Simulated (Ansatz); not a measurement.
Species: GeAsH4, charge 0, doublet. GeAsH4 (SMILES [AsH2][GeH2], doublet).
B3LYP-D3(BJ)/def2-TZVP minimum from Ansatz (an electronic-structure program):
```
Ge
H 1 1.5552
H 1 1.5552 2 106.87
As 1 2.4466 2 108.08 3 -116.12
H 4 1.5240 1 94.49 2 -75.65
H 4 1.5240 5 93.00 1 94.75
```
Charge 0, spin multiplicity 2.

Total energies in cc-pVTZ, 13 correlated electrons, 28 frozen orbitals. Open shells are spin-unrestricted; no spin-orbit coupling. Correlated methods leave the cores frozen (noble-gas shells, and filled d and f shells in the p block). No relativity.

```json
[
 {"method": "HF", "program": "Ansatz", "energy (Eh)": "-4311.95069", "minus CCSDT(Q) (mEh)": "300.84"},
 {"method": "MP2", "program": "Ansatz", "energy (Eh)": "-4312.19790", "minus CCSDT(Q) (mEh)": "53.63"},
 {"method": "CCSD", "program": "Ansatz", "energy (Eh)": "-4312.23882", "minus CCSDT(Q) (mEh)": "12.71"},
 {"method": "CCSD(T)", "program": "Ansatz", "energy (Eh)": "-4312.24963", "minus CCSDT(Q) (mEh)": "1.90"},
 {"method": "CCSDT(Q)", "program": "Ansatz", "energy (Eh)": "-4312.25153", "minus CCSDT(Q) (mEh)": "0.00"}
]
```

Rough core times of Ansatz's runs on a shared machine: CCSD(T) 50 s, CCSDT(Q) 70 min.
